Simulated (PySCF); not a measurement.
Input of a response calculation (the driver script's job line, then coordinates in Å):

```
{"job": {"kind": "uv", "xc": "PBE0", "basis": "def2-SVPD", "nstates": 8, "ntriplets": 3}, "charge": 0, "multiplicity": 1}
C     -2.211086     2.004767    -0.115621
C     -1.577621     1.024982     0.157481
C     -0.763688    -0.102338     0.512242
N      0.582594     0.223072     0.870286
Si     1.889906     0.249170    -0.224653
S      3.465224     1.102647     0.965365
C     -1.423744    -1.257154     1.228793
C     -1.010099    -1.402542    -0.202393
H     -2.783465     2.847748    -0.364796
H      0.639766     0.767547     1.719120
H      1.720556     1.079489    -1.416646
H      2.293441    -1.107357    -0.592599
H      4.407344     0.961473     0.050125
H     -0.834301    -1.763747     1.977098
H     -2.475339    -1.181561     1.459826
H     -1.777105    -1.421527    -0.961700
H     -0.149380    -2.012640    -0.422376
```

Output:

```
coarse grid: 15320 points
cycle   1  E = -937.2221949440  dE =  1.115e+00  |g| = 4.729e-01  |ddm| = 1.198e+01
cycle   2  E = -937.2195734357  dE =  2.622e-03  |g| = 4.992e-01  |ddm| = 2.785e+00
cycle   3  E = -937.2794739325  dE = -5.990e-02  |g| = 7.234e-02  |ddm| = 1.187e+00
cycle   4  E = -937.2804152793  dE = -9.413e-04  |g| = 3.442e-02  |ddm| = 1.982e-01
cycle   5  E = -937.2806620913  dE = -2.468e-04  |g| = 1.291e-02  |ddm| = 8.012e-02
cycle   6  E = -937.2807001289  dE = -3.804e-05  |g| = 4.361e-03  |ddm| = 2.584e-02
cycle   7  E = -937.2807046511  dE = -4.522e-06  |g| = 1.048e-03  |ddm| = 1.069e-02
final grid: 139056 points
cycle   8  E = -937.3860571726  dE = -4.300e-05  |g| = 7.121e-03  |ddm| = 2.589e-01
cycle   9  E = -937.3860526113  dE =  4.561e-06  |g| = 8.358e-03  |ddm| = 3.465e-02
cycle  10  E = -937.3860703392  dE = -1.773e-05  |g| = 1.262e-03  |ddm| = 1.602e-02
cycle  11  E = -937.3860706910  dE = -3.518e-07  |g| = 4.764e-04  |ddm| = 3.190e-03
cycle  12  E = -937.3860707422  dE = -5.117e-08  |g| = 1.528e-04  |ddm| = 1.146e-03
cycle  13  E = -937.3860707477  dE = -5.497e-09  |g| = 3.736e-05  |ddm| = 4.421e-04
cycle  14  E = -937.3860707480  dE = -3.120e-10  |g| = 1.209e-05  |ddm| = 1.113e-04
converged SCF energy = -937.3860707480

Static polarisability (au): isotropic 109.593, principal 91.792 111.207 125.778

Singlet excitations
state   eV       nm        f      main configurations
  1   5.9661    207.8   0.00327   H-1->L 0.55, H-1->L+1 0.19, H->L 0.17
  2   6.0515    204.9   0.00177   H->L 0.56, H-1->L+1 0.30
  3   6.1162    202.7   0.02526   H-1->L+1 0.41, H-1->L 0.41, H->L 0.11
  4   6.2566    198.2   0.00207   H->L+2 0.29, H-2->L+2 0.17, H->L+1 0.17
  5   6.4208    193.1   0.00266   H->L+1 0.61, H-2->L+2 0.12
  6   6.6783    185.7   0.01508   H->L+4 0.28, H-2->L+2 0.24
  7   6.6949    185.2   0.02181   H->L+2 0.35, H->L+4 0.20, H-3->L+4 0.15
  8   6.7236    184.4   0.01404   H-2->L 0.72

Triplet excitations (Tamm-Dancoff, eV): 5.2676 5.6178 5.7083
```

Theory: PySCF, TDDFT PBE0/def2-SVPD, vertical, gas phase, core orbitals frozen in the response. One conformer (not necessarily the lowest) at the GFN2-xTB geometry, without solvent, vibrations or thermal averaging.

(1) What is the gap between the lowest singlet and the lowest triplet?

(2) Give the mean polarisability in Å³.

(3) How many basis functions and electrons does this run hold?

(4) What is the total energy of state 5 at this geometry?

(5) Give the energy of state 5 in hartree, cm⁻¹ and kJ/mol.

(6) Write the structure that the coordinates describe.

Answers

(1) 5.9661 − 5.2676 = 0.6985 eV (full response against Tamm–Dancoff).

(2) 109.59 au × 0.148185 = 16.24 Å³.

(3) 243 basis functions for 76 electrons in 38 doubly occupied orbitals.

(4) -937.38607 + 0.23596 = -937.15011 hartree.

(5) 0.23596 hartree, 51787 cm⁻¹, 619.5 kJ/mol.

(6) `C#CC1(N[SiH2]S)CC1` (C5H9NSSi), point group C1.

The SCF starts on a coarse grid; the energy jumps when the final grid takes over, and dE counts afresh there. H and L stand for HOMO and LUMO.

The values belong to the conformer `[CH:1]#[C:2][C:3]1([NH:4][SiH2:5][SH:6])[CH2:7][CH2:8]1`: C2–C3–N4–Si5 -92°, C3–N4–Si5–S6 172°, H–S6–Si5–N4 175°.
